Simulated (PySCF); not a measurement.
C6H6O2PS (charge -1).
Structure used (PBE0-D3(BJ)/def2-SVP), in Å, numbered top down from 1:
```
atom  x, y, z in Å
C1    -2.956    0.455    0.677
C2    -2.013   -0.490    0.643
P3    -1.073   -0.839   -0.897
O4    -1.517    0.161   -1.937
O5    -1.027   -2.336   -1.071
C6     0.632   -0.340   -0.385
C7     1.246    0.885   -0.490
C8     2.589    0.889   -0.018
C9     2.983   -0.346    0.441
S10    1.718   -1.501    0.283
H11   -3.578    0.646    1.561
H12   -3.121    1.060   -0.222
H13   -1.817   -1.126    1.516
H14    0.718    1.740   -0.917
H15    3.244    1.764   -0.024
H16    3.957   -0.628    0.843
```

The closed-shell ground state was solved at several levels (PySCF, density fitting, gas phase, non-relativistic). No diffuse functions stand in pcSseg-1, which bears on an anion's orbital energies.

```
              level  basis functions  total energy (Eh)  HOMO (eV)  LUMO (eV)  gap (eV)
CAM-B3LYP/def2-SVPD              265         -1121.6722      -4.18       3.75      7.93
   wB97X-D/pcSseg-1              214         -1122.1061      -4.44       4.56      9.00
```

Q: What might PBE0/pcSseg-1 (214 basis functions) give for the same quantities?

A: Total energy -1121.5459 Eh, HOMO -2.55 eV, LUMO 2.87 eV, gap 5.42 eV.

Q: Over all these levels, which gives the widest orbital gap and which the narrowest?

A: wB97X-D/pcSseg-1 (range-separated hybrid) has the widest, 9.00 eV, and PBE0/pcSseg-1 (global hybrid, 25 % exact exchange) the narrowest, 5.42 eV. The two share the basis. From the narrowest to the widest the HOMO moves by -1.89 eV and the LUMO by +1.69 eV.

One conformer stands for the species.

Note: wB97X-D ran without an empirical dispersion term, which enters the total energy and its gradient alone.
